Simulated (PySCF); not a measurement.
A structure optimised at PBE0-D3(BJ)/def2-SVP, used in a PySCF frequency run:

```xyz
6

Al    -0.0337    -0.4409     0.0000
F     -1.4757    -1.2622     0.0000
O      1.4479    -1.2500     0.0000
H      1.5835    -2.1986     0.0000
S     -0.0470     1.7206     0.0000
H      1.3053     1.7605     0.0000
```

Problem. Write its SMILES, formula and point group.

Solution. [OH][Al]([F])[SH], AlFH₂OS, Cs

Problem. What are its rotational constants (standard atomic weights)?

Solution. 6.4009, 3.0908, 2.0844 GHz
